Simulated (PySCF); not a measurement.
Ga, charge -1, triplet (in this run its highest filled SCF level lies above zero, so its values depend strongly on the basis, on diffuse functions most of all). Base run: R2SCAN/cc-pVDZ in PySCF.

Here is a job for PySCF.
```python
from pyscf import gto, scf, dft

mol = gto.Mole()
mol.atom = '''
    Ga    0.000000    0.000000    0.000000
'''
mol.basis = 'cc-pvdz'
mol.charge = -1
mol.spin = 2
mol.verbose = 3
mol.build()

mf = dft.UKS(mol)
mf.xc = 'r2scan'
mf.kernel()
mf.analyze()
```

The base run was repeated with changes; each row names its change, and settings that it needs were set with it.

```csv
change,ΔE vs base (mEh),fitting functions
base,0.000,-
auxbasis = even-tempered beta=2.0,-0.330,326
auxbasis = def2-svp-ri,-9784.1,127
auxbasis = def2-tzvp-ri,-9784.1,159
auxbasis = cc-pvtz-jkfit,-0.058,207
auxbasis = cc-pvtz-ri,-9847.6,166
auxbasis = def2-universal-jkfit,-0.020,266
auxbasis = default (with mf = mf.density_fit()),-0.058,171
auxbasis = def2-universal-jfit,-0.048,58
auxbasis = even-tempered beta=3.0,-9.940,209
```

A fitting set is made for a task (jfit for Coulomb, jkfit for Coulomb and exchange, ri for correlation) and for a family of orbital bases.

Open shells are given as the SCF converged; they aren't shown to be the lowest states, and a large step between rows can be another state.
